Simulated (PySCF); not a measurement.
Species: C2H9OPSi2.
Atom-mapped SMILES: `[OH:1][Si@@H:2]1[CH2:3][CH2:4][SiH2:5][PH:6]1` (hydrogens: H7 on O1; H8 on Si2; H9, H10 on C3; H11, H12 on C4; H13, H14 on Si5; H15 on P6)

Method: PBE0-D3(BJ)/def2-SVP geometry optimisation, gas phase (PySCF 2.14.0); density fitting, grid level 1; the optimiser is geomeTRIC in internal coordinates, started from a GFN2-xTB structure with every atom displaced at random (about 0.01 Å).

Step 0: E = -29288.0800 eV
```
atom  x, y, z in Å  |  force x, y, z in eV/Å
O1      2.4770   -0.8067   -1.3076    0.312  -0.233  -0.807
Si2     1.4485   -0.5905   -0.0484   -0.960   0.113  -0.449
C3     -0.2997   -1.0359   -0.7155    1.405   0.209   0.990
C4     -1.3365   -0.2766    0.0450   -1.448   0.114   0.479
Si5    -0.9117    1.5630    0.2401   -0.070  -0.599   0.491
P6      1.3083    1.5823    0.5508    0.510   0.459  -0.742
H7      3.3186   -0.3578   -1.3424    0.260   0.144   0.089
H8      1.8972   -1.4245    1.0699    0.028  -0.271   0.591
H9     -0.4564   -2.1020   -0.6370   -0.099  -0.782  -0.105
H10    -0.3173   -0.7636   -1.7539    0.132   0.170  -1.055
H11    -1.4961   -0.7269    1.0496    0.156   0.280  -0.106
H12    -2.3234   -0.3901   -0.4507    0.053   0.147   0.105
H13    -1.6398    2.1744    1.3815   -0.051   0.125   0.128
H14    -1.2131    2.3224   -0.9698   -0.151   0.303  -0.587
H15     1.2568    1.3178    1.9097   -0.078  -0.180   0.978
```

Step 1: E = -29288.2491 eV
```
atom  x, y, z in Å  |  force x, y, z in eV/Å
O1      2.5057   -0.7673   -1.3837   -0.167  -0.040  -0.001
Si2     1.4392   -0.5741   -0.1146   -0.013  -0.127   0.234
C3     -0.2931   -1.0361   -0.7125    0.043   0.068  -0.228
C4     -1.3739   -0.2862    0.0801    0.128  -0.009  -0.076
Si5    -0.9096    1.5470    0.2283   -0.046   0.095   0.009
P6      1.3328    1.5890    0.5949   -0.018   0.025   0.098
H7      3.3633   -0.3429   -1.3024    0.051   0.019   0.043
H8      1.8304   -1.4148    1.0692    0.050   0.031  -0.099
H9     -0.4485   -2.1297   -0.6760    0.064   0.079  -0.017
H10    -0.3180   -0.7527   -1.7846   -0.058  -0.042   0.120
H11    -1.4273   -0.6823    1.1048   -0.033  -0.049   0.153
H12    -2.3765   -0.4235   -0.3563   -0.020   0.032  -0.031
H13    -1.6270    2.2490    1.3374   -0.010  -0.025  -0.009
H14    -1.1983    2.2791   -1.0466    0.043  -0.052   0.009
H15     1.2132    1.2308    1.9832   -0.014  -0.004  -0.204
```

**Question.** Estimate the geometry and energy of step 2. (The exact step hangs on the optimiser's Hessian estimate; all steps are aligned on step 1, rigid shifts and turns removed.)

**Answer.** E = -29288.2578 eV, largest force 0.096 eV/Å
```
atom  x, y, z in Å  |  force x, y, z in eV/Å
O1      2.4913   -0.7712   -1.3805   -0.010   0.001  -0.049
Si2     1.4374   -0.5759   -0.1042   -0.021  -0.025   0.090
C3     -0.2886   -1.0288   -0.7138   -0.001   0.051  -0.058
C4     -1.3682   -0.2858    0.0849    0.020  -0.060   0.041
Si5    -0.9109    1.5490    0.2300   -0.018   0.038   0.007
P6      1.3309    1.5919    0.5931    0.012   0.026  -0.009
H7      3.3523   -0.3517   -1.2977    0.015  -0.015   0.018
H8      1.8451   -1.4201    1.0656    0.023   0.008  -0.013
H9     -0.4362   -2.1212   -0.6860    0.009  -0.006  -0.006
H10    -0.3206   -0.7396   -1.7805   -0.007  -0.001   0.027
H11    -1.4270   -0.6853    1.1135   -0.011   0.004  -0.015
H12    -2.3701   -0.4190   -0.3565   -0.009   0.020  -0.002
H13    -1.6361    2.2487    1.3344   -0.006  -0.006  -0.005
H14    -1.1924    2.2688   -1.0507    0.017  -0.020  -0.015
H15     1.2054    1.2255    1.9696   -0.013  -0.015  -0.012
```

The energy changes by -0.0087 eV. The first-order estimate −F·Δx gives -0.0142 eV and the mean of the old and new forces, exact on a quadratic surface, -0.0087 eV. The step makes an angle of 58° with the force vector and moves no atom by more than 0.018 Å.

The cost below is that of the whole optimisation. Hardware: an INTEL XEON PLATINUM 8581C at 2.30 GHz with one thread (shared host). Cost: 69 s, 0.64 GiB resident at most.
